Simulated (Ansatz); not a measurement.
Ansatz (an electronic-structure program) input:

Ansatz 0.2 input:
```yaml
crystal:
  periodic: [false, false, false]
  atoms:
    - {symbol: C, position_ang: [-3.74793328, -0.53031988, -0.17605544]}
    - {symbol: C, position_ang: [-2.41512833, -0.66521794, 0.46445161]}
    - {symbol: C, position_ang: [-1.18096305, -0.23316724, -0.24283890]}
    - {symbol: C, position_ang: [0.10435764, -0.66077120, 0.46050759]}
    - {symbol: C, position_ang: [1.38646633, -0.26055771, -0.24876999]}
    - {symbol: C, position_ang: [2.63326672, -0.82208464, 0.40517751]}
    - {symbol: Cl, position_ang: [1.52673029, 1.56410086, -0.30853061]}
    - {symbol: H, position_ang: [-3.74396940, -0.92465347, -1.19819580]}
    - {symbol: H, position_ang: [-4.05699648, 0.52356260, -0.25954753]}
    - {symbol: H, position_ang: [-4.52642022, -1.04846551, 0.38533626]}
    - {symbol: H, position_ang: [-2.35942319, -0.86549932, 1.52825609]}
    - {symbol: H, position_ang: [-1.17310710, 0.86119309, -0.36014712]}
    - {symbol: H, position_ang: [-1.18615457, -0.62576339, -1.26920155]}
    - {symbol: H, position_ang: [0.11612627, -1.75250036, 0.55052973]}
    - {symbol: H, position_ang: [0.12370045, -0.26195646, 1.47861398]}
    - {symbol: H, position_ang: [1.34246191, -0.55138400, -1.29808689]}
    - {symbol: H, position_ang: [3.53207439, -0.50242156, -0.12013688]}
    - {symbol: H, position_ang: [2.70481414, -0.49494981, 1.44321521]}
    - {symbol: H, position_ang: [2.59208267, -1.91416492, 0.38955079]}
basis:
  gaussian:
    orbitals: def2-TZVPD
hamiltonian:
  xc: {name: r2SCAN}
magnetization: {spin_polarized: true, initial_magnetization: 1}
output: {forces: true}
```

Q: What final total energy does it print?

A: -695.93880 Eh (r2SCAN/def2-TZVPD). The basis has 376 functions.

It need not be the lowest isomer of its formula.
